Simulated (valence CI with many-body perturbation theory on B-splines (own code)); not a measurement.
Sensitivity of CI+MBPT for Nb36+

Calculated by relativistic CI+MBPT: three valence electrons over a frozen Dirac-Fock core [He], radial functions for each j: 6 s, 6 p, 5 d, 3 f, 1 g, with the one-electron correlation potential Σ1, the two-electron term Σ2, the three-electron term Σ3, Breit, model QED; selected CI, second order for the rest, scaled by the run's own slope (own B-spline code, finite nucleus).

The last digits are not significant, and no measured levels were compared; by estimate large intervals hold to a few tenths of a per cent, small ones and those within an open d or f shell to about a per cent.

The reference run has the lowest level (2s^2 2p1/2) J=1/2 and an ionisation energy of 5013.05 eV. Its largest variational space holds 4182 state functions.

Levels are named by their leading jj configuration (3d3/2^4 stands for four electrons in 3d with j = 3/2), which in mixed levels can hold well under half, so a name can repeat and another be missing. Letters in brackets count levels of one name in rising energy.

Reference levels: (2s 2p1/2^2) J=1/2 861726, (2s^2 2p3/2) J=3/2 867844, (2s 2p1/2 2p3/2) J=3/2 [a] 1488640, (2s 2p1/2 2p3/2) J=5/2 1668480, (2s 2p1/2 2p3/2) J=3/2 [b] 1973790, (2s 2p1/2 2p3/2) J=1/2 2021660, (2s 2p3/2^2) J=5/2 2512020, (2s 2p3/2^2) J=1/2 2938160, (2s 2p3/2^2) J=3/2 2947990, (2p1/2^2 2p3/2) J=3/2 2953430, (2p1/2 2p3/2^2) J=3/2 3659320, (2p1/2 2p3/2^2) J=5/2 3779990 cm⁻¹.

(1) Rank these changes by the mean size of the shift of these levels, smallest first.
A. natural orbitals for correlation on → off
B. logarithmic knot step 0.27 → 0.4
C. three-electron term on → off; Breit term on → off

Results:

(1) B (56 cm⁻¹), A (2000 cm⁻¹), C (12000 cm⁻¹).
